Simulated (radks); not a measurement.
Effect of the nuclear size on neutral tellurium, [Kr] 4d10 5s2 5p4. All-electron calculation, Dirac Kohn-Sham, LDA (Slater exchange, Perdew-Wang correlation), spin-unpolarised, spherical densities, finite nucleus; open shells fill j = l - 1/2 first; Fermi nuclear charge, rms radius 4.7423 fm. Program: a radial shooting solver on a logarithmic mesh with Libxc functionals. The rms radius is varied about that value; shifts are against it.

\begin{tabular}{lrrrrrrrr}
rms radius (fm) & total energy shift (eV) & density at nucleus (e/bohr^3) & 1s1/2 shift (meV) & 2s1/2 shift (meV) & 4p1/2 shift (meV) & 5s1/2 shift (meV) & 5p1/2 shift (meV) & 5p3/2 shift (meV) \\ \hline
3.8081 & -1.89 & 2.354e+05 & -791 & -92.0 & 0.284 & -0.424 & 0.048 & 0.051 \\
4.2918 & -0.954 & 2.308e+05 & -400 & -46.5 & 0.144 & -0.214 & 0.024 & 0.026 \\
4.7423 & 0 & 2.27e+05 & 0.000 & 0.000 & 0.000 & 0.000 & 0.000 & 0.000 \\
4.951 & 0.469 & 2.254e+05 & 196 & 22.8 & -0.071 & 0.105 & -0.012 & -0.013 \\
5.7856 & 2.51 & 2.196e+05 & 1050 & 122 & -0.378 & 0.563 & -0.064 & -0.067 \\
\end{tabular}

Slopes of the eigenvalues against <r^2> in GHz/fm^2, as finite differences over the two radii next to the reference (eigenvalue slopes, not the field-shift constants of lines): 1s1/2 23700, 2s1/2 2750, 4p1/2 -8.50, 5s1/2 12.7, 5p1/2 -1.44, 5p3/2 -1.51.
